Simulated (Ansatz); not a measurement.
`[CH3][GeH3]` at its PBE0-D4/def2-TZVP geometry, where that method's forces vanish. The species carries charge 0 and has multiplicity 1.

```xyz
8

C     0.1256   -0.0435    1.0273
Ge   -0.1111    0.0386   -0.9094
H    -0.0282    0.9414    1.4694
H    -0.5908   -0.7383    1.4669
H     1.1332   -0.3814    1.2713
H    -1.5313    0.5199   -1.2567
H     0.1005   -1.3516   -1.5356
H     0.9021    1.0150   -1.5332
```

**Question.** What forces (eV/Å) does ωB97M-V/def2-TZVPP give on these atoms in Ansatz? (Estimate.)

**Answer.** Ansatz gave: 
```
C1   0.004 -0.002  0.037
Ge2 -0.012  0.004 -0.095
H3   0.013 -0.077 -0.028
H4   0.057  0.054 -0.027
H5  -0.078  0.026 -0.012
H6   0.105 -0.036  0.028
H7  -0.015  0.102  0.048
H8  -0.074 -0.072  0.048
```
